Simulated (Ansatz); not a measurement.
`[OH][Hf]([Cl])([Cl])[Cl]` + `[NH2][V](=[O])([Cl])[Cl]` → `[Cl][Hf]([Cl])([Cl])[Cl]` + `[NH2][V](=[O])([OH])[Cl]`  (redistribution)

Isolated molecules relaxed with PBE0-D4/def2-TZVP in Ansatz; ΔE leaves out vibrations. CCSD(T)/CBS adds triple-zeta CCSD(T) − MP2 to the extrapolated MP2 energy (def2 sets, frozen cores). Functionals use def2-TZVPP. B3LYP here is the variant with VWN-RPA as its local correlation; programs differ in this. HSE06 is defined as in plane-wave codes. Elements past krypton have def2 core potentials. For Hf, V outer-core shells are correlated without core-valence functions, which leaves a few kJ/mol of doubt a bond. Scalar relativity is left out up to krypton. One conformer a species, not always the lowest.

`[OH][Hf]([Cl])([Cl])[Cl]`:

```xyz
6

O     0.545   -0.418   -1.311
Hf   -0.147    0.114    0.356
Cl   -2.365    0.798    0.084
Cl   -0.055   -1.690    1.838
Cl    1.129    1.886    1.188
H     0.894   -0.689   -2.155
```

`[NH2][V](=[O])([Cl])[Cl]`:

Cartesian coordinates in Å:
```
N 0.568 0.925 0.316
V -0.356 -0.490 -0.285
O -0.821 -0.071 -1.695
Cl 0.932 -2.217 -0.379
Cl -2.044 -0.862 1.004
H 0.998 0.932 1.233
H 0.722 1.783 -0.194
```

`[Cl][Hf]([Cl])([Cl])[Cl]`:

Z-matrix (Å, degrees):
```
Hf
Cl 1 2.318
Cl 1 2.318 2 109.5
Cl 1 2.318 2 109.5 3 120.0
Cl 1 2.318 2 109.5 3 -120.0
```

`[NH2][V](=[O])([OH])[Cl]`:

Cartesian coordinates in Å:
```
N -1.180 0.096 0.541
V 0.462 -0.411 -0.016
O 0.394 -1.949 -0.173
O 0.900 0.297 -1.573
Cl 1.917 0.198 1.481
H -1.436 1.057 0.729
H -1.947 -0.539 0.706
H 0.890 1.252 -1.695
```

```tsv
level	ΔE (kJ/mol)	difference from CCSD(T)/CBS
LDA (SPW92)	18.7	-2.0
PBE-D4	16.1	-4.6
revPBE-D4	15.5	-5.2
BLYP-D4	18.3	-2.4
r2SCAN-D4	16.9	-3.8
B97M-V	16.5	-4.2
PBE0-D4	17.8	-2.9
B3LYP-D4	19.7	-1.0
r2SCANh-D4	17.5	-3.2
r2SCAN0-D4	18.2	-2.5
HSE06-D4	17.6	-3.1
BHLYP-D4	20.0	-0.7
CAM-B3LYP-D4	21.2	0.5
ωB97X-V	18.9	-1.8
ωB97M-V	19.5	-1.2
B2PLYP	29.9	9.2
PBE-QIDH	29.6	8.9
PBE	16.0	-4.7
revPBE	15.2	-5.5
BLYP	17.9	-2.8
r2SCAN	16.9	-3.8
PBE0	17.7	-3.0
r2SCANh	17.5	-3.2
HSE06	17.6	-3.1
BHLYP	20.2	-0.5
CAM-B3LYP	21.2	0.5
LC-ωPBE	21.3	0.6
RPA@PBE/def2-TZVPP	17.7	-3.0
HF/def2-SVP	20.3	-0.4
MP2/def2-SVP	48.6	27.9
CCSD/def2-SVP	24.7	4.0
HF/def2-TZVPP	16.2	-4.5
SCS-MP2/def2-TZVPP	41.4	20.7
CCSD/def2-TZVPP	20.3	-0.4
CCSD(T)/def2-TZVPP	22.3	1.6
HF/def2-QZVPP	16.3	-4.4
MP2/def2-QZVPP	45.5	24.8
SCS-MP2/def2-QZVPP	40.5	19.8
HF/CBS(def2)	16.3	-4.4
CCSD/CBS(def2)	18.7	-2.0
CCSD(T)/CBS	20.7	0
```

Problem. What do rigid-rotor, harmonic-oscillator terms from PBE0-D4/def2-TZVP frequencies (298.15 K, 1 bar) make of the CCSD(T)/CBS value? (Estimate.)

Solution. Ansatz gave: ΔZPE = +1.5 kJ/mol, ΔH = +21.3 kJ/mol, ΔS = -18 J/(mol·K), ΔG = +26.7 kJ/mol.

Largest T1 diagnostic among the species: 0.033, so the coupled-cluster value is less sure than usual.

In def2-TZVPP, CCSD(T) changes the Hartree–Fock value by +6.1 kJ/mol (the triples alone add +2.0 kJ/mol) and MP2 by +30.1 kJ/mol. At CCSD(T), def2-SVP lies +6.6 kJ/mol from the extrapolated value and def2-TZVPP +1.6 kJ/mol.
